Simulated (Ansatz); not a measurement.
C5H9B can be A, `CBCC#CC`, or B, `CBC#CCC`.

Isolated molecules relaxed with PBE0-D4/def2-TZVP in Ansatz; ΔE leaves out vibrations. CCSD(T)/CBS adds triple-zeta CCSD(T) − MP2 to the extrapolated MP2 energy (def2 sets, frozen cores). Functionals use def2-TZVPP. B3LYP here is the variant with VWN-RPA as its local correlation; programs differ in this. Each species was taken in one conformer, which may not be the lowest.

(1) Which is lower in electronic energy at CCSD(T)/CBS, and by how much? (An estimate is asked.)

(2) Give E(B) − E(A) in kcal/mol with CCSD(T)/def2-TZVPP, CCSD/def2-TZVPP, B3LYP-D4, HF/def2-TZVPP, B2PLYP, PBE-D4, ωB97M-V. (Estimate.)

Largest T1 diagnostic: 0.012.

Results:

(1) Ansatz gave: B, by 8.6 kcal/mol.

(2) Ansatz gave: CCSD(T)/def2-TZVPP -8.6, CCSD/def2-TZVPP -9.1, B3LYP-D4 -9.2, HF/def2-TZVPP -12.5, B2PLYP -9.6, PBE-D4 -7.2, ωB97M-V -8.1. None reverses the order clearly.

The D4 term adds +0.9 kcal/mol with B3LYP and +0.5 kcal/mol with PBE0; it sums over pairs of atoms, weighted by their polarisabilities, and B3LYP, whose exchange is more repulsive, gets the larger term. In def2-TZVPP, CCSD(T) changes the Hartree–Fock value by +3.9 kcal/mol (the triples alone add +0.5 kcal/mol) and MP2 by +5.0 kcal/mol.
